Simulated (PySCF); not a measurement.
# Functional benchmark on one molecule

Molecule: `CCc1cccnc1`, C$_{7}$H$_{9}$N.

Bonds (- single, = double, # triple, : aromatic): C1-C2, C2-C3, C3:C4, C4:C5, C5:C6, C6:N7, N7:C8, C8:C3. C1 carries H9, H10, H11; C2 carries H12, H13; C4 carries H14; C5 carries H15; C6 carries H16; C8 carries H17.

Geometry PBE0-D3(BJ)/def2-SVP throughout; GIAO in PySCF, gas phase, one conformer, non-relativistic; equivalent atoms averaged; basis pcSseg-1.

Reference values (estimated from measurements, as parent shift plus tabulated substituent increments; solution, not stated per compound (mostly CDCl3 or CCl4); Pretsch, Buehlmann, Badertscher, Structure Determination of Organic Compounds, 4th ed. (2009)): δ(C8) = 149.4 ppm, δ(C3) = 139.1 ppm, δ(C4) = 135.1 ppm, δ(C5) = 123.2 ppm, δ(C6) = 147.1 ppm, δ(H17) = 8.46 ppm, δ(H14) = 7.48 ppm, δ(H15) = 7.19 ppm. Computed shifts are taken against TMS, calculated as an isolated molecule at each level.

Problem. How do the functionals HF, LDA, PBE, BP86, OPBE, PBE0, WP04, LC-wPBE perform against the reference? Times are CPU seconds on 1 thread of an Arm Neoverse V2, shared host.

Solution. 
```tsv
functional	kind	C8	C3	C4	C5	C6	H17	H14	H15	mean abs. error C	mean abs. error H	core-s
HF	Hartree–Fock	159.5	143.2	146.3	127.5	156.8	8.74	7.76	7.21	7.9	0.19	10
LDA	LDA	159.5	149.6	142.7	131.7	156.6	8.69	7.44	7.16	9.2	0.10	24
PBE	GGA	153.4	143.2	137.2	126.2	150.7	8.58	7.34	7.04	3.4	0.14	32
BP86	GGA	153.3	143.2	137.2	126.0	150.6	8.56	7.33	7.03	3.3	0.14	30
OPBE	GGA	147.3	135.3	131.9	120.7	144.6	8.63	7.42	7.12	2.8	0.10	32
PBE0	global hybrid	156.0	144.4	140.6	128.1	153.3	8.64	7.50	7.18	5.7	0.07	32
WP04	global hybrid	155.9	144.3	140.5	127.5	153.3	8.32	7.17	6.87	5.5	0.26	22
LC-wPBE	range-separated hybrid	161.8	148.3	147.4	133.1	159.0	8.71	7.68	7.34	11.1	0.20	35
```

For 13C the closest is OPBE (2.8 ppm) and the furthest LC-wPBE (11.1 ppm).

For 1H the closest is PBE0 (0.07 ppm, with LDA practically level) and the furthest WP04 (0.26 ppm). One molecule is a small sample, and vibrational and solvent effects are absent from the calculation.
